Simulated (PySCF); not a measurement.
Electronic structure of Co⁺ (cobalt, charge +1) at the M06-2X level

Configuration: [Ar] 3d8, high-spin 3F determinant. Calculation: PySCF 2.14, in cc-pVTZ (7s6p4d2f1g, 68 functions); no relativity, point nucleus.

- Total energy: -1382.426 hartree
- One-electron energy: -1910.473 hartree
- Hartree (Coulomb) energy: 587.293 hartree
- Exchange-correlation energy: -59.246 hartree
- Kinetic energy: 1380.84610 hartree
- ⟨S²⟩: 2.0061
- ⟨L²⟩: 12.007
- Sum of ⟨r⟩: 17.44 bohr
- Sum of ⟨r²⟩: 20.25 bohr²
- Density at the nucleus (Gaussians lack the cusp): 13300 bohr⁻³
- Spin density at the nucleus: -0.393 bohr⁻³
- Langevin diamagnetic susceptibility: -16.0 ×10⁻⁶ cm³/mol
- Time after the integrals: 5 s of wall time on 1 thread of Neoverse-N1 (shared host)

```json
{"shell": "1s β", "electrons": "1", "mean orbital energy (hartree)": "-279.63201", "spread (hartree)": "0", "rms radius, mean of both spins (bohr)": "0.0659"}
{"shell": "1s α", "electrons": "1", "mean orbital energy (hartree)": "-279.63195", "spread (hartree)": "0", "rms radius, mean of both spins (bohr)": "0.0659"}
{"shell": "2s α", "electrons": "1", "mean orbital energy (hartree)": "-33.64272", "spread (hartree)": "0", "rms radius, mean of both spins (bohr)": "0.280"}
{"shell": "2s β", "electrons": "1", "mean orbital energy (hartree)": "-33.58869", "spread (hartree)": "0", "rms radius, mean of both spins (bohr)": "0.280"}
{"shell": "2p α", "electrons": "3", "mean orbital energy (hartree)": "-29.28390", "spread (hartree)": "0", "rms radius, mean of both spins (bohr)": "0.250"}
{"shell": "2p β", "electrons": "3", "mean orbital energy (hartree)": "-29.23810", "spread (hartree)": "0", "rms radius, mean of both spins (bohr)": "0.250"}
{"shell": "3s α", "electrons": "1", "mean orbital energy (hartree)": "-4.19645", "spread (hartree)": "0", "rms radius, mean of both spins (bohr)": "0.849"}
{"shell": "3s β", "electrons": "1", "mean orbital energy (hartree)": "-4.10737", "spread (hartree)": "0", "rms radius, mean of both spins (bohr)": "0.849"}
{"shell": "3p α", "electrons": "3", "mean orbital energy (hartree)": "-2.86936", "spread (hartree)": "0", "rms radius, mean of both spins (bohr)": "0.902"}
{"shell": "3p β", "electrons": "3", "mean orbital energy (hartree)": "-2.74928", "spread (hartree)": "0", "rms radius, mean of both spins (bohr)": "0.902"}
{"shell": "3d α", "electrons": "5", "mean orbital energy (hartree)": "-0.65354", "spread (hartree)": "0.02923", "rms radius, mean of both spins (bohr)": "1.29"}
{"shell": "3d β", "electrons": "3", "mean orbital energy (hartree)": "-0.57832", "spread (hartree)": "0", "rms radius, mean of both spins (bohr)": "1.29"}
```
